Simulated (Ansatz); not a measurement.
One change: `[NH2][AlH][O][SiH2][SiH3]` becomes `[SiH3][SiH2]OBCl`.

Ansatz, PBE0-D4/def2-TZVP geometries, multiplicity 1. Each molecule was computed in one conformer, which needn't be the lowest.

```tsv
property	`[NH2][AlH][O][SiH2][SiH3]`
HOMO–LUMO gap (ωB97M-V/def2-TZVPP) / eV	11.02
LUMO energy (PBE0/def2-TZVPP) / eV	-0.41
size of the dipole moment (PBE/def2-TZVPP) / D	1.38
LUMO energy (ωB97M-V/def2-TZVPP) / eV	1.25
LUMO energy (B3LYP/def2-TZVPP) / eV	-0.61
HOMO energy (PBE0/def2-TZVPP) / eV	-7.61
```

Task: What does the change do to each property? (Estimate.)

Result: Computed: 
| property | `[SiH3][SiH2]OBCl` | shift |
| --- | --- | --- |
| HOMO–LUMO gap (ωB97M-V/def2-TZVPP) / eV | 11.68 | 0.66 |
| LUMO energy (PBE0/def2-TZVPP) / eV | -0.57 | -0.16 |
| size of the dipole moment (PBE/def2-TZVPP) / D | 1.87 | 0.49 |
| LUMO energy (ωB97M-V/def2-TZVPP) / eV | 1.21 | -0.04 |
| LUMO energy (B3LYP/def2-TZVPP) / eV | -0.79 | -0.18 |
| HOMO energy (PBE0/def2-TZVPP) / eV | -8.40 | -0.79 |

With PBE0 the HOMO falls by 0.79 eV and the LUMO falls by 0.16 eV, so the gap widens by about 0.63 eV. PBE moves the HOMO by -0.96 eV and ωB97M-V by -0.69 eV. Dipoles are sizes alone; their direction can turn.

B3LYP here is the variant with VWN-RPA as its local correlation; programs differ in this.
